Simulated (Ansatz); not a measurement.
Cartesian coordinates (Å):
```xyz
10

Si    -2.2302    -0.0377     0.0431
Al     0.1029     0.7209     0.1053
Si     2.1576    -0.6090    -0.0724
I      0.3973     3.1974     0.3135
H     -2.9003     0.4977    -1.1705
H     -2.9684     0.4603     1.2319
H     -2.3428    -1.5191     0.0141
H      2.0240    -1.9055     0.6423
H      2.4180    -0.9159    -1.5047
H      3.3361     0.1104     0.4693
```
Charge 0, spin multiplicity 1.

Computed with Ansatz (a program for electronic structure) with frozen-core CCSD(T)/def2-TZVPP // B3LYP-D3(BJ)/def2-TZVP.

HF energy: -1120.02187 Ha
MP2 correlation energy: -0.82245 Ha

Q: Estimate the CCSD correlation energy, the (T) correction, the total energy and the T1 diagnostic.

A: 
```json
{
 "CCSD correlation energy": "-0.85060 Ha",
 "(T) correction": "-0.02406 Ha",
 "CCSD(T) total energy": "-1120.89652 Ha",
 "T1 diagnostic": "0.011"
}
```
